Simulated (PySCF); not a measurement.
Sn(H)(NMe2) (C2H7NSn), SMILES C[N](C)[SnH] (connectivity only; charge and spin as stated), neutral, multiplicity 1.

Geometry: B3LYP-D3(BJ)/def2-SVP. The structure was generated by enumeration; whether it is a known compound was not checked. The def2 effective core potentials stand for the cores of Sn; spin–orbit coupling is left out.

Computed with PBE/def2-TZVP (PySCF).

The molecule is in vacuum.

| Item | Result |
|---|---|
| total energy | -349.32939 hartree |
| point group | Cs |
| highest occupied level | -5.29 eV |
| lowest empty level | -2.67 eV |
| orbital gap | 2.62 eV |
| dipole moment | 1.12 D |
| quadrupole, principal values (traceless, Buckingham form, about the centre of nuclear charge) | -3.36, 1.52, 1.85 D·Å |
| mean static polarisability | 84.9 bohr³ (12.58 Å³) |
| polarisability, principal values | 59.7, 82.6, 112.5 bohr³ |
